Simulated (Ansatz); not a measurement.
Cost and result up the ladder for SbH₂Br (4 atoms). Total charge 0; singlet. Geometry: r2SCAN-D4/def2-TZVP.

Cartesian coordinates in Å:
```
Sb 0.811 -0.100 -0.138
H -0.079 -1.465 0.392
H -0.216 0.030 -1.503
Br -0.516 1.536 1.249
```

Ansatz on 4 threads of Arm Neoverse V1 on a shared host. Times are rough, and most runs start from the orbitals of an earlier one. ωB97M-V/def2-TZVP serves as the yardstick here, not as an exact answer. Differences are given only for rows in sets of like size (and for xTB, whose basis is part of the method), since another set adds its own error. Binding counts from free atoms at the same level (Sb quartet, H doublet, Br doublet; other spins of the atoms weren't run), without zero-point energy or a counterpoise term.

In the def2 sets Sb takes a core potential; there is no spin–orbit coupling. LC-ωPBE has ω = 0.4 bohr⁻¹. B3LYP takes the VWN-RPA correlation. Correlated methods freeze 13 core orbitals; core or outer-core shells of Sb, Br are correlated, in sets that lack core-valence functions.

Correlated methods converge slowly with the basis.

```csv
level,functions,wall time,binding energy per atom (eV),difference from ωB97M-V/def2-TZVP (eV)
PBE-D4/def2-SVP,68,0.4 s,2.11,–
PBE0-D4/def2-SVP,68,0.65 s,2.04,–
PBE-D4/def2-TZVP (with forces),110,0.8 s,2.14,0.05
MP2/def2-TZVP,110,0.8 s,1.91,-0.18
LC-ωPBE/def2-TZVP,110,0.85 s,2.00,-0.09
B3LYP-D4/def2-TZVP,110,0.9 s,2.14,0.05
PBE-D4/def2-TZVPD,131,0.95 s,2.14,0.05
PBE0-D4/def2-TZVPD,131,1.2 s,2.09,0.00
r2SCAN-D4/def2-TZVP,110,1.5 s,2.11,0.02
r2SCANh-D4/def2-TZVP,110,1.7 s,2.08,-0.01
r2SCAN-D4/def2-TZVPD,131,1.9 s,2.11,0.02
ωB97X-V/def2-TZVP,110,2.4 s,2.16,0.07
ωB97M-V/def2-TZVP,110,2.8 s,2.09,0.00
CCSD(T)/def2-TZVPD,131,13 s,2.00,-0.09
```
